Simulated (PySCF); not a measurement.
Correlation energy of P²⁺ (phosphorus, charge +2)

[Ne] 3s1 3p2, high-spin 4P determinant (an excited configuration). All numbers are calculated (PySCF 2.14, no relativity, point nucleus, in def2-QZVPPD (10s6p5d2f1g, 76 functions)). Frozen: [Ne]; 3 electrons correlated.

MP2 pair energies summed by pair of shells (mhartree):

| pair | energy | share (%) |
| --- | --- | --- |
| 3p-3p | -7.11 | 62.5 |
| 3s-3p | -4.27 | 37.5 |

Total MP2 correlation energy: -11.38 mhartree.

Same-spin part -11.38 and opposite-spin part 0.00 mhartree; SCS-MP2 scales them by 1/3 and 6/5 to -3.79 mhartree.
